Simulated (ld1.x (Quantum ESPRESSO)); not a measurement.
technetium ultrasoft: all-electron and pseudo phase curves

* Element: technetium
* Generator: ld1.x (Quantum ESPRESSO) 7.5
* Type: ultrasoft
* Functional: PBE
* Relativity: non-relativistic
* Frozen core: [Kr]
* Valence charge: 7
* Reference configuration: 4d5 5s1 5p0 (charge +1)
* Partial waves: 5s (bound): rcut 2.10, rcutus 2.65 bohr; 5s channel at -0.35 Ry: rcut 2.10, rcutus 2.65 bohr; 5p (bound, empty): rcut 2.05, rcutus 2.60 bohr; 5p channel at 1.1 Ry: rcut 2.05, rcutus 2.60 bohr; 4d (bound): rcut 1.65, rcutus 2.05 bohr; 4d channel at 3.3 Ry: rcut 1.65, rcutus 2.05 bohr
* Local potential: all-electron potential smoothed inside 2.58 bohr (lloc = -1)
* Core correction: none
* Augmentation charge: built from norm-conserving waves at rcut, not smoothed further

The phase is arctan(r·u′/u) with u = r·R(r), unwrapped; energies in Ry, scanned from -3 to 5 Ry. A pole is an energy at which the radial function vanishes at the test radius. The pseudo phase is shifted by a multiple of π to meet the all-electron one at the reference energy, and phase errors are pseudo minus all-electron; the curves can meet again beyond the range given. Levels narrower than the energy grid can be missing from the lists of poles.

A narrow feature of the pseudo curve, probably an extra level, lies near 0.38 Ry in the p channel; the grid steps over it, so the window and error are not given (n/a).

```tsv
channel	radius (bohr)	reference energy (Ry)	poles, all-electron	poles, pseudo	unbroken range about the reference energy with phases within 0.05 rad	phase error 1 Ry above the reference energy (rad)
s	2.92	-0.81	0.97	0.83, 1.06	below 0.9	-0.000
p	2.92	-0.50	1.92	1.96	n/a	n/a
d	2.92	-1.07	-0.85, 3.81	-0.84, 4.51	below 0.0	+0.044
```

A Bessel basis up to 400 Ry misses an occupied level by 0.34 Ry, so cutoffs and ghosts were not judged.

Phases in the s channel:

```json
{"E (Ry)": "-3.00", "all-electron": "1.306", "pseudo": "1.304"}
{"E (Ry)": "-2.52", "all-electron": "1.258", "pseudo": "1.257"}
{"E (Ry)": "-2.04", "all-electron": "1.175", "pseudo": "1.175"}
{"E (Ry)": "-1.56", "all-electron": "1.000", "pseudo": "1.000"}
{"E (Ry)": "-1.08", "all-electron": "0.441", "pseudo": "0.441"}
{"E (Ry)": "-0.60", "all-electron": "-0.819", "pseudo": "-0.819"}
{"E (Ry)": "-0.12", "all-electron": "-1.304", "pseudo": "-1.304"}
{"E (Ry)": "0.36", "all-electron": "-1.468", "pseudo": "-1.469"}
{"E (Ry)": "0.84", "all-electron": "-1.554", "pseudo": "-1.574"}
{"E (Ry)": "1.32", "all-electron": "-1.612", "pseudo": "-4.747"}
{"E (Ry)": "1.80", "all-electron": "-1.663", "pseudo": "-4.797"}
{"E (Ry)": "2.28", "all-electron": "-1.716", "pseudo": "-4.848"}
{"E (Ry)": "2.76", "all-electron": "-1.784", "pseudo": "-4.910"}
{"E (Ry)": "3.24", "all-electron": "-1.894", "pseudo": "-5.009"}
{"E (Ry)": "3.72", "all-electron": "-2.137", "pseudo": "-5.223"}
{"E (Ry)": "4.20", "all-electron": "-2.942", "pseudo": "-5.967"}
{"E (Ry)": "4.68", "all-electron": "-4.032", "pseudo": "-7.182"}
```
